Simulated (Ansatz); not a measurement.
Reaction (silylene formation by 1,1-elimination): `[F][GeH2][SiH2]S` → `[F][GeH3]` + `[SiH]S`

Gas-phase electronic energies from Ansatz, PBE0-D4/def2-TZVP geometries. CCSD(T)/CBS adds triple-zeta CCSD(T) − MP2 to the extrapolated MP2 energy (def2 sets, frozen cores). This one scheme is used for every species. Functionals use def2-TZVPP. For Ge outer-core shells are correlated without core-valence functions, which leaves a few kJ/mol of doubt a bond. Scalar relativity is left out up to krypton. One conformer a species, not always the lowest.

(1) Is it downhill or uphill in electronic energy at CCSD(T)/CBS, and by how much? (Estimate.)

(2) What do these levels give: PBE-D4, PBE0-D4, ωB97M-V, B2PLYP, PBE, r2SCAN, SCS-MP2/def2-TZVPP, CCSD(T)/def2-TZVPP, HF/def2-QZVPP, SCS-MP2/def2-QZVPP, MP2/CBS(def2), CCSD/CBS(def2)? (Best estimate.)

Largest T1 diagnostic among the species: 0.016.

## Answers

(1) The calculation gave: Uphill: ΔE = +172.4 kJ/mol.

(2) Ansatz gave: PBE-D4 173.6, PBE0-D4 183.8, ωB97M-V 163.8, B2PLYP 161.5, PBE 164.8, r2SCAN 182.0, SCS-MP2/def2-TZVPP 168.3, CCSD(T)/def2-TZVPP 165.0, HF/def2-QZVPP 154.6, SCS-MP2/def2-QZVPP 172.3, MP2/CBS(def2) 185.0, CCSD/CBS(def2) 171.2 kJ/mol.

The D4 term adds +14.2 kJ/mol with B3LYP and +7.9 kJ/mol with PBE0; it sums over pairs of atoms, weighted by their polarisabilities, and B3LYP, whose exchange is more repulsive, gets the larger term. From PBE to PBE0 (25 % exact exchange), in def2-TZVPP and without D4, ΔE moves by +11.1 kJ/mol.

B3LYP here is the variant with VWN-RPA as its local correlation; programs differ in this.
